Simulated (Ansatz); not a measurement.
**Which is lower?**

The two ends of one reaction step of CH6Ge, singlet (PBE0-D4/def2-TZVP).

A:

Ge1  (-1.315, 0.474, 1.195)
C2  (0.653, -0.679, -0.519)
H3  (-0.097, 0.107, -0.703)
H4  (-1.809, 1.345, -0.048)
H5  (-0.166, 1.533, 1.509)
H6  (1.542, -0.372, -1.071)
H7  (0.273, -1.627, -0.896)
H8  (0.920, -0.782, 0.533)
(Å)

B:

```xyz
8
angstrom
Ge -0.8022 0.0752 0.9657
C 0.6354 -0.8256 -0.1013
H -0.9765 1.4020 -0.6801
H -1.6480 1.0143 -0.6437
H 0.0203 1.4143 1.2411
H 1.2401 -0.1673 -0.7238
H 0.2299 -1.6394 -0.7043
H 1.3011 -1.2736 0.6464
```

Computed with Ansatz 0.2.0 (basis: def2-TZVPP); correlated methods freeze the cores. Filled d shells of the heavier atoms are correlated. The def2 sets are not built for correlating such inner shells, so the correlated values are less sure here. B3LYP uses VWN-RPA correlation.

Task: Which structure is lower at CCSD(T), and by how much? (To be estimated.)

Result: By the calculation: A, by 37.1 kJ/mol (electronic energy, against the other). By their contacts, A is a complex of GeH₂ + CH₄ and B is a complex of CH₄Ge ([CH3][GeH]) + H₂.

All methods give the same order:

```
      method  E(B) − E(A) (kJ/mol)
       SPW92                  22.6
      PBE-D4                  29.2
     BLYP-D4                  36.1
   r2SCAN-D4                  32.2
      B97M-V                  48.1
     PBE0-D4                  33.4
    B3LYP-D4                  39.2
  r2SCAN0-D4                  35.0
    BHLYP-D4                  45.1
CAM-B3LYP-D4                  41.0
     wB97X-V                  38.5
     wB97M-V                  38.2
      B2PLYP                  37.7
    PBE-QIDH                  33.6
  RPA on PBE                  39.8
          HF                  61.2
         MP2                  29.6
        CCSD                  41.1
     CCSD(T)                  37.1
```

T1 diagnostic: at most 0.012.

Labels in which every atom is bracketed show which atoms are joined, not bond orders.

For scale, one of the runs: CCSD(T)/def2-TZVPP, 163 basis functions, launched by `ansatz run in.yaml --threads 2 --pin off --events-out ev --progress --plain --max-ram 4352MiB`. Hardware: 2 CPU threads of an Arm Neoverse V2, shared host. Wall time 23 s; peak host memory 1.2 GiB.
